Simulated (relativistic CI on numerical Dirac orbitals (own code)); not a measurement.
Electric-dipole lines of Ni⁸⁺

Computed by Dirac-Coulomb-Breit CI, orbitals from a KLI potential per configuration, QED by a radiative potential, unscaled Slater integrals (own radial code, finite nucleus).

Configuration list (outside the closed core [Ne]): 3s²3p⁶3d², 3s²3p⁵3d³, 3s3p⁶3d³, 3s²3p⁶3d4s, 3s²3p⁶3d4p, 3s²3p⁶4s², 3s²3p⁶3d4d, 3s²3p⁶4s4p, 3s²3p⁶3d4f, 3s²3p⁶4p², 3s²3p⁶3d5s, 3s²3p⁶4s4d, 3s²3p⁶3d5p, 3p⁶3d⁴, 3p⁵3d⁵. Double excitations out of closed p, d and f shells are left out; levels of such configurations are missing from the list, as are those of other unlisted configurations, and high levels can miss mixing partners.

```
λ vac (Å)                Lower                  Upper   A (s⁻¹)        gf  Branching (%)
   101.23    3s²3p⁶3d² ³F2 [1]  3s²3p⁶3d4f ³G°3 [186]  3.90e+11  4.19e+00           84.1
   101.28    3s²3p⁶3d² ³F3 [2]  3s²3p⁶3d4f ³G°4 [189]  4.12e+11  5.71e+00           88.5
   101.41    3s²3p⁶3d² ³F4 [3]  3s²3p⁶3d4f ³G°5 [190]  4.64e+11  7.87e+00           98.6
   102.13    3s²3p⁶3d² ³F2 [1]  3s²3p⁶3d4f ³F°2 [179]  1.88e+11  1.47e+00           85.5
   102.26    3s²3p⁶3d² ³F3 [2]  3s²3p⁶3d4f ³F°3 [182]  1.61e+11  1.77e+00           72.7
   102.39    3s²3p⁶3d² ³F4 [3]  3s²3p⁶3d4f ³F°4 [183]  1.69e+11  2.40e+00           78.7
   103.20    3s²3p⁶3d² ¹D2 [4]  3s²3p⁶3d4f ¹F°3 [194]  1.32e+11  1.47e+00           33.3
   103.41    3s²3p⁶3d² ¹D2 [4]  3s²3p⁶3d4f ³D°3 [193]  2.36e+11  2.65e+00           62.2
   103.70    3s²3p⁶3d² ³P2 [7]  3s²3p⁶3d4f ³P°2 [196]  2.81e+11  2.27e+00           90.9
   103.73    3s²3p⁶3d² ³P0 [5]  3s²3p⁶3d4f ³D°1 [192]  2.57e+11  1.25e+00           72.5
   103.76    3s²3p⁶3d² ³P2 [7]  3s²3p⁶3d4f ¹F°3 [194]  2.41e+11  2.72e+00           60.9
   103.81    3s²3p⁶3d² ³P1 [6]  3s²3p⁶3d4f ³D°2 [191]  3.21e+11  2.59e+00           92.9
   103.97    3s²3p⁶3d² ¹D2 [4]  3s²3p⁶3d4f ¹D°2 [184]  2.48e+11  2.01e+00           90.0
   106.59    3s²3p⁶3d² ¹G4 [8]  3s²3p⁶3d4f ¹G°4 [176]  1.19e+11  1.82e+00           82.2
   131.40    3s²3p⁶3d² ¹D2 [4]   3s²3p⁵3d³ ¹P°1 [135]  3.00e+11  2.33e+00           55.0
   134.09    3s²3p⁶3d² ³P1 [6]   3s²3p⁵3d³ ³S°1 [134]  2.09e+11  1.69e+00           32.5
   134.38    3s²3p⁶3d² ³P2 [7]   3s²3p⁵3d³ ³S°1 [134]  3.11e+11  2.53e+00           48.3
   134.47    3s²3p⁶3d² ³F2 [1]   3s²3p⁵3d³ ³D°1 [131]  3.19e+11  2.60e+00           69.9
   134.99    3s²3p⁶3d² ³F3 [2]   3s²3p⁵3d³ ³D°2 [130]  3.60e+11  4.92e+00           71.3
   135.48    3s²3p⁶3d² ³F4 [3]   3s²3p⁵3d³ ³D°3 [129]  3.72e+11  7.17e+00           74.7
   137.45    3s²3p⁶3d² ¹G4 [8]   3s²3p⁵3d³ ¹F°3 [133]  3.74e+11  7.41e+00           95.6
   139.71    3s²3p⁶3d² ¹G4 [8]   3s²3p⁵3d³ ¹G°4 [132]  4.69e+11  1.23e+01           99.8
   139.89    3s²3p⁶3d² ³P1 [6]   3s²3p⁵3d³ ³D°2 [130]  8.87e+10  1.30e+00           17.5
   140.30    3s²3p⁶3d² ³P2 [7]   3s²3p⁵3d³ ³D°3 [129]  9.48e+10  1.96e+00           19.0
   143.02    3s²3p⁶3d² ³F4 [3]   3s²3p⁵3d³ ³F°4 [126]  2.28e+11  6.28e+00           93.6
   143.27    3s²3p⁶3d² ³F3 [2]   3s²3p⁵3d³ ³F°3 [124]  2.10e+11  4.52e+00           85.9
   143.45    3s²3p⁶3d² ³F2 [1]   3s²3p⁵3d³ ³F°2 [121]  2.04e+11  3.14e+00           87.8
   144.39    3s²3p⁶3d² ¹S0 [9]   3s²3p⁵3d³ ¹P°1 [135]  1.97e+11  1.84e+00           36.1
   147.45    3s²3p⁶3d² ³F4 [3]  3s²3p⁶3d4p ³F°4 [115]  1.13e+11  3.33e+00           92.6
   147.91    3s²3p⁶3d² ³F3 [2]  3s²3p⁶3d4p ³F°3 [111]  1.11e+11  2.55e+00           81.4
   147.93    3s²3p⁶3d² ³F2 [1]  3s²3p⁶3d4p ³F°2 [109]  9.36e+10  1.54e+00           76.8
   150.89    3s²3p⁶3d² ³F4 [3]   3s²3p⁵3d³ ³D°3 [107]  1.06e+11  2.53e+00           55.8
   151.44    3s²3p⁶3d² ³F3 [2]   3s²3p⁵3d³ ³D°2 [106]  9.20e+10  1.58e+00           45.3
   151.52    3s²3p⁶3d² ³F2 [1]   3s²3p⁵3d³ ³D°1 [105]  1.21e+11  1.25e+00           59.5
   152.00    3s²3p⁶3d² ¹D2 [4]   3s²3p⁵3d³ ¹F°3 [114]  1.20e+11  2.91e+00           78.7
   152.93    3s²3p⁶3d² ¹G4 [8]  3s²3p⁶3d4p ¹F°3 [120]  7.94e+10  1.95e+00           72.5
   153.25    3s²3p⁶3d² ³P2 [7]  3s²3p⁶3d4p ³P°2 [113]  1.38e+11  2.42e+00           81.3
   155.16    3s²3p⁶3d² ¹D2 [4]  3s²3p⁶3d4p ¹D°2 [108]  1.17e+11  2.11e+00           70.5
   156.89    3s²3p⁶3d² ³P2 [7]   3s²3p⁵3d³ ³D°3 [107]  5.65e+10  1.46e+00           29.8
   160.99    3s²3p⁶3d² ³F4 [3]    3s²3p⁵3d³ ³G°5 [98]  1.04e+11  4.44e+00           97.8
   161.39    3s²3p⁶3d² ³F3 [2]    3s²3p⁵3d³ ³G°4 [97]  9.46e+10  3.32e+00           95.7
   161.83    3s²3p⁶3d² ³F2 [1]    3s²3p⁵3d³ ³G°3 [95]  6.47e+10  1.78e+00           96.3
   162.56    3s²3p⁶3d² ¹G4 [8]   3s²3p⁵3d³ ¹H°5 [104]  7.78e+10  3.39e+00           94.4
   172.73    3s²3p⁶3d² ³F2 [1]    3s²3p⁵3d³ ³G°3 [87]  2.39e+10  7.47e-01           83.6
   245.44  3s²3p⁵3d³ ⁵G°6 [21]     3s3p⁶3d³ ⁵F5 [157]  2.61e+10  2.59e+00           40.0
```

Terms are leading LS components. Brackets give the number of a level in order of energy, since labels repeat. The list gives strong lines, with weight on those to low levels, without lines whose two gauges differ by over a factor of 2.5, among the lowest 200 of 489 levels, so that lines to higher ones, which can be the strongest, are missing. Levels whose partners in the same complex of configurations lie outside the list can be far off, and so can their lines. Rates are taken at the computed energies, electric ones in the length gauge.

At this charge configurations can still be misplaced by up to about 7 % of their energy. Terms inside the open d or f shell come out 10 to 20 % too wide with unscaled integrals.

LS names give the leading component of a level, which can be under half, so a name can repeat, a term be missing and a line seem to break the LS rules.
